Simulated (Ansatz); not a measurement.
Basis sets compared for BH2(CF3) (CH₂BF₃). Charge 0, multiplicity 1. Geometry PBE-D4/def2-SVP. Ansatz on 4 threads of Arm Neoverse V1 on a shared host; times are rough, and most runs start from earlier orbitals.

```xyz
7

B     0.472   -0.401   -0.730
H    -0.137   -0.625   -1.752
H     1.673   -0.514   -0.649
C    -0.327    0.190    0.518
F    -1.631   -0.160    0.600
F    -0.274    1.548    0.282
F     0.225   -0.036    1.731
```

Binding counts from free atoms (B doublet, H doublet, C triplet, F doublet) in the same basis, without a counterpoise term.

```
           level  functions  energy (Eh)  HOMO (eV)  LUMO (eV)  binding per atom (eV)  wall time
       HF/STO-3G         27    -357.0297     -10.30       5.39                   3.07      0.1 s
        HF/6-31G         49    -361.8919     -14.57       1.16                   2.39     0.15 s
 PBE-D4/def2-SVP         80    -363.0078      -8.22      -3.59                   4.11     0.45 s
PBE0-D4/def2-SVP         80    -363.0151     -10.04      -2.62                   3.95      0.5 s
```

Estimate the rows for PBE-D4/def2-TZVP, PBE0-D4/def2-TZVP (with forces).


| level | functions | energy (Eh) | HOMO (eV) | LUMO (eV) | binding per atom (eV) | wall time |
| --- | --- | --- | --- | --- | --- | --- |
| PBE-D4/def2-TZVP | 167 | -363.4460 | -8.48 | -3.75 | 4.02 | 0.9 s |
| PBE0-D4/def2-TZVP (with forces) | 167 | -363.4511 | -10.17 | -2.72 | 3.88 | 1.5 s |
